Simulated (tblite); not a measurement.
C5H6AlClO.
Bonds: Cl1–Al2, Al2–C3, C3–C4, C4–C5 (double), C5–O6, O6–C7, C7–C8 (double), C3–C8. Hydrogens: H9 on Al2; H10 on C3; H11 on C4; H12 on C5; H13 on C7; H14 on C8.

Computed with GFN2-xTB (tblite), gas phase: L-BFGS steps from a force-field or distance-geometry start until the largest atomic force falls under 0.01 eV/Å.

Step 17: E = -638.4865 eV
```
atom  x, y, z in Å  |  force x, y, z in eV/Å
Cl1     2.2220    2.0839    1.2151    0.029   0.032   0.017
Al2     2.1234    0.7507   -0.2964    0.021   0.052  -0.003
C3      0.3455   -0.0787   -0.8423    0.029  -0.029  -0.007
C4      0.1639   -1.2569    0.0855    0.019   0.024   0.042
C5     -0.7981   -1.3168    0.9916   -0.031   0.001   0.044
O6     -1.7744   -0.3694    1.1694   -0.028   0.008   0.041
C7     -1.7369    0.6777    0.2852   -0.022   0.002   0.035
C8     -0.8227    0.8542   -0.6565    0.020   0.029   0.049
H9      3.4119    0.2289   -0.9557   -0.015   0.008  -0.003
H10     0.3647   -0.4471   -1.8784    0.026  -0.030  -0.096
H11     0.8876   -2.0569    0.0262   -0.024  -0.048  -0.041
H12    -0.9213   -2.1317    1.6899   -0.024  -0.005  -0.031
H13    -2.5684    1.3474    0.4500   -0.003  -0.025  -0.014
H14    -0.8981    1.7141   -1.3058    0.004  -0.018  -0.033
```

Step 18: E = -638.4875 eV
```
atom  x, y, z in Å  |  force x, y, z in eV/Å
Cl1     2.2271    2.0864    1.2120    0.027   0.050   0.036
Al2     2.1251    0.7525   -0.2972    0.050   0.029  -0.021
C3      0.3456   -0.0793   -0.8388    0.049  -0.009  -0.045
C4      0.1612   -1.2577    0.0858    0.014  -0.011   0.040
C5     -0.8009   -1.3175    0.9920   -0.006   0.028   0.022
O6     -1.7739   -0.3674    1.1729   -0.037   0.001   0.055
C7     -1.7379    0.6769    0.2863    0.012  -0.006   0.028
C8     -0.8223    0.8535   -0.6540    0.014   0.015   0.036
H9      3.4198    0.2345   -0.9548   -0.052   0.015   0.004
H10     0.3685   -0.4438   -1.8773    0.018  -0.033  -0.070
H11     0.8801   -2.0616    0.0216   -0.021  -0.044  -0.034
H12    -0.9232   -2.1319    1.6890   -0.037  -0.037  -0.008
H13    -2.5686    1.3460    0.4483   -0.041   0.000  -0.005
H14    -0.9011    1.7090   -1.3078    0.008   0.003  -0.039
```

Step 19: E = -638.4887 eV
```
atom  x, y, z in Å  |  force x, y, z in eV/Å
Cl1     2.2334    2.0902    1.2091    0.025   0.062   0.045
Al2     2.1278    0.7554   -0.2984    0.061   0.010  -0.026
C3      0.3467   -0.0804   -0.8359    0.056   0.013  -0.068
C4      0.1584   -1.2585    0.0869    0.006  -0.040   0.023
C5     -0.8043   -1.3179    0.9930    0.026   0.045  -0.002
O6     -1.7740   -0.3652    1.1778   -0.026  -0.002   0.053
C7     -1.7388    0.6760    0.2881    0.046  -0.007   0.014
C8     -0.8213    0.8530   -0.6505    0.010  -0.007   0.011
H9      3.4275    0.2411   -0.9538   -0.077   0.019   0.006
H10     0.3730   -0.4408   -1.8775    0.006  -0.031  -0.021
H11     0.8711   -2.0678    0.0158   -0.024  -0.033  -0.019
H12    -0.9262   -2.1329    1.6878   -0.048  -0.063   0.014
H13    -2.5696    1.3442    0.4462   -0.070   0.021   0.002
H14    -0.9042    1.7031   -1.3106    0.011   0.014  -0.031
```

Task: Estimate the geometry and energy of step 20. (The exact step hangs on the optimiser's Hessian estimate; all steps are aligned on step 19, rigid shifts and turns removed.)

Result: E = -638.4899 eV, largest force 0.089 eV/Å
```
atom  x, y, z in Å  |  force x, y, z in eV/Å
Cl1     2.2405    2.0951    1.2068    0.021   0.060   0.039
Al2     2.1315    0.7592   -0.2999    0.044   0.002  -0.011
C3      0.3489   -0.0813   -0.8339    0.043   0.026  -0.059
C4      0.1559   -1.2596    0.0883   -0.004  -0.050  -0.006
C5     -0.8076   -1.3177    0.9944    0.051   0.039  -0.014
O6     -1.7745   -0.3629    1.1839    0.007   0.002   0.029
C7     -1.7393    0.6751    0.2906    0.061   0.005   0.000
C8     -0.8198    0.8524   -0.6467    0.005  -0.026  -0.020
H9      3.4339    0.2481   -0.9527   -0.080   0.017  -0.002
H10     0.3777   -0.4385   -1.8783   -0.007  -0.026   0.031
H11     0.8612   -2.0751    0.0093   -0.029  -0.019  -0.001
H12    -0.9302   -2.1348    1.6863   -0.053  -0.069   0.019
H13    -2.5716    1.3424    0.4440   -0.071   0.024   0.005
H14    -0.9072    1.6970   -1.3140    0.013   0.014  -0.010
```

The energy changes by -0.0012 eV. The first-order estimate −F·Δx gives -0.0016 eV and the mean of the old and new forces, exact on a quadratic surface, -0.0012 eV. The step makes an angle of 73° with the force vector and moves no atom by more than 0.014 Å.

What follows is the cost of the whole relaxation. Hardware: Intel Xeon at 2.50 GHz, one thread, shared host with 64 logical CPUs at a one-minute load of 57. Cost: 1.8 s.
